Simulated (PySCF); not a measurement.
**Radial density of Rb⁺ (rubidium, charge +1)**

PBE0, [Kr], closed-shell 1S. Computed with PySCF 2.14 in aug-cc-pVDZ-X2C (7s6p4d, 45 functions), with scalar relativity by spin-free X2C-1e.

```csv
r (bohr),4πr²ρ (e/bohr)
0.0295,46.20
0.0496,39.07
0.0834,44.95
0.140,54.48
0.236,32.62
0.397,39.35
0.667,20.15
1.12,6.763
1.89,4.098
3.18,0.4312
5.34,0.003026
```

Densities and radii are taken from the X2C orbitals without a picture-change correction, which distorts them close to the nucleus.
